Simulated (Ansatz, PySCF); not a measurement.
Gas-phase reaction R1 → P1 + P2, each structure at its B3LYP-D3(BJ)/def2-TZVP stationary point, reached from a drawn start (curvature not checked).
R1: SiF4 (SMILES F[Si](F)(F)F), charge 0, multiplicity 1.
P1: F3Si (SMILES F[Si](F)F), charge 0, multiplicity 2.
P2: F atom, charge 0, multiplicity 2.

| level | reaction energy (kcal/mol) | minus CCSD(T)/cc-pV(Q+d)Z | cost |
|---|---|---|---|
| HF/cc-pV(D+d)Z | 116.56 | -50.32 | - |
| HF/cc-pV(T+d)Z | 128.12 | -38.77 | - |
| HF/cc-pV(Q+d)Z | 129.15 | -37.74 | - |
| SVWN5/def2-TZVPP | 183.77 | 16.89 | ×0.8 |
| PBE/def2-TZVPP | 160.87 | -6.02 | ×1 |
| BLYP/def2-TZVPP | 158.41 | -8.47 | ×1 |
| revPBE/def2-TZVPP | 153.94 | -12.94 | ×1 |
| r2SCAN/def2-TZVPP | 161.43 | -5.45 | ×2 |
| B97M-V/def2-TZVPP | 165.55 | -1.34 | ×2 |
| B3LYP/def2-TZVPP | 159.64 | -7.24 | ×1 |
| PBE0/def2-TZVPP | 158.97 | -7.92 | ×1 |
| BHLYP/def2-TZVPP | 156.68 | -10.20 | ×1 |
| M06-2X/def2-TZVPP | 165.05 | -1.83 | - |
| CAM-B3LYP/def2-TZVPP | 163.41 | -3.47 | ×2 |
| wB97X-V/def2-TZVPP | 164.24 | -2.65 | ×3 |
| wB97M-V/def2-TZVPP | 166.04 | -0.85 | ×3 |
| B2PLYP/def2-TZVPP | 162.85 | -4.04 | ×2 |
| MP2/cc-pV(D+d)Z | 155.34 | -11.54 | - |
| MP2/cc-pV(T+d)Z | 170.21 | 3.33 | - |
| MP2/cc-pV(Q+d)Z | 173.28 | 6.40 | - |
| SCS-MP2/cc-pV(D+d)Z | 152.35 | -14.53 | - |
| SCS-MP2/cc-pV(T+d)Z | 167.06 | 0.18 | - |
| SCS-MP2/cc-pV(Q+d)Z | 170.38 | 3.50 | - |
| CCSD/cc-pV(D+d)Z | 148.15 | -18.73 | - |
| CCSD/cc-pV(T+d)Z | 161.96 | -4.93 | - |
| CCSD/cc-pV(Q+d)Z | 164.90 | -1.98 | - |
| CCSD(T)/cc-pV(D+d)Z | 149.08 | -17.80 | ×3 |
| CCSD(T)/cc-pV(T+d)Z | 163.82 | -3.06 | ×10 |
| CCSD(T)/cc-pV(Q+d)Z | 166.89 | 0.00 | ×90* |

 The comparison column counts from a level with limits of its own.

P less R. No zero-point or thermal terms; singlets are restricted closed shells; open shells are unrestricted; no spin–orbit coupling.

Cores are frozen in the correlated methods.

Codes used: Ansatz (Gaussian basis) for Hartree–Fock, density functionals and correlated methods; PySCF for M06-2X. Each number belongs to the level named beside it.

Costs are rough ratios of core time to PBE/def2-TZVPP (about 5 s over the structures, on one shared machine); a dash marks a level with no comparable run of its own. A star marks coupled-cluster runs past 200 virtual orbitals, where the program's memory plan changes under this machine's limit, so their costs aren't comparable with smaller runs.

Ansatz is a first-principles code.
